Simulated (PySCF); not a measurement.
# Ar: excitation energy

Ar [Ar] (1S) → Ar [Ne] 3s2 3p5 3d1 (high-spin determinant), as a difference of total energies. Computed with PySCF 2.14 in aug-cc-pCVTZ-DK with one added diffuse shell each of s, p, d, f type (9s8p6d4f, 91 functions), with the spin-free X2C one-electron Hamiltonian (Gaussian nucleus). Correlated levels: valence and next inner shell: 1s2 frozen. The calculations carry no spin-orbit coupling.

```json
{"method": "UHF", "excitation energy (eV)": "13.733"}
{"method": "MP2 (valence and next inner shell)", "excitation energy (eV)": "14.657"}
{"method": "SCS-MP2 (valence and next inner shell)", "excitation energy (eV)": "14.638"}
{"method": "CCSD (valence and next inner shell)", "excitation energy (eV)": "14.457"}
{"method": "CCSD(T) (valence and next inner shell)", "excitation energy (eV)": "14.491"}
```

Task: How much does correlation contribute at CCSD(T) (valence and next inner shell)?

Result: 14.491 − (13.733) = 0.758 eV, measured against UHF.

A first-order spin-orbit estimate (lowest level to lowest level, LS coupling) adds -0.054 eV.

The promoted electron is Rydberg-like, and one or two diffuse shells describe it only roughly, which tends to raise the upper state.

The determinant of the upper state mixes LS terms, which raises its energy above the lowest term, most at the Hartree-Fock and MP2 levels.
